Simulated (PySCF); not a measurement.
**Gas-phase XPS of `N#C[CH2][GeH2][O][SiH3]`, computed**

Species: C2H7GeNOSi.
Structure used (PBE0-D3(BJ)/def2-SVP), in Å, numbered top down from 1:
```xyz
13
C2H7GeNOSi angstrom
N     -1.4412    1.9796    1.5776
C     -1.6414    0.9465    1.0926
C     -1.8430   -0.3310    0.4463
Ge    -0.5632   -0.5990   -1.0339
O      1.0265   -0.7816   -0.2836
Si     2.3246    0.1925    0.0857
H     -1.6923   -1.1471    1.1702
H     -2.8717   -0.4062    0.0590
H     -0.5727    0.6205   -1.9713
H     -0.8874   -1.9168   -1.7509
H      1.8655    1.5175    0.6006
H      3.1338   -0.5026    1.1264
H      3.1687    0.4121   -1.1289
```

The calculation used delta-SCF UKS SCAN, pcX-2 on the ionised atom, pcseg-1 elsewhere, spin-free X2C in PySCF 2.14.0. These are vertical core ionisation energies against the vacuum level, from separate self-consistent calculations with and without the core hole.

Task: Give the core binding energies atom by atom.

Result: 
```
atom(s)              bonded to     level  binding energy (eV)  2p1/2 (eV)  above the level's lowest (eV)  count
     N1        C (triple bond)      N 1s               404.87           –                           0.00      1
     C2  N (triple bond) and C      C 1s               292.31           –                          +0.32      1
     C3          C, 2 H and Ge      C 1s               291.99           –                           0.00      1
     O5              Ge and Si      O 1s               537.64           –                           0.00      1
    Si6              O and 3 H  Si 2p3/2               107.44      108.07                           0.00      1
    Si6              O and 3 H     Si 1s              1847.35           –                           0.00      1
```

The listed C 1s values span 0.32 eV, from C3 (bonded to C, 2 H and Ge) to C2 (bonded to N (triple bond) and C). Summing the Pauling electronegativity differences to the bonded atoms, each weighted by its formal bond order, gives -1.24 for the lowest site and +1.47 for the highest.

Task: Which effective nuclear charge Zeff reproduces each element's mean 1s value in the hydrogen-like formula E = 13.606 eV × Zeff²?

Result: C (Z = 6): mean 292.1 eV, Zeff = 4.63, Z − Zeff = 1.37; N (Z = 7): mean 404.9 eV, Zeff = 5.46, Z − Zeff = 1.54; O (Z = 8): mean 537.6 eV, Zeff = 6.29, Z − Zeff = 1.71; Si (Z = 14): mean 1847.4 eV, Zeff = 11.65, Z − Zeff = 2.35. Means run over the listed sites, weighted by atom count.

Task: Which photon wavelength matches the O 1s of O5 threshold?

Result: λ = hc/E = 12398.42 eV Å / 537.64 eV = 23.061 Å.

2p3/2 and 2p1/2 are the ΔSCF energy of one spin-free 2p hole plus the eigenvalues of a spin–orbit and ligand-field matrix of the shell. 2p1/2 minus 2p3/2 (ligand field included): Si 0.63 eV. No level of germanium is listed. One conformer (not necessarily the lowest) at the PBE0-D3(BJ)/def2-SVP geometry, without solvent, vibrations or thermal averaging.
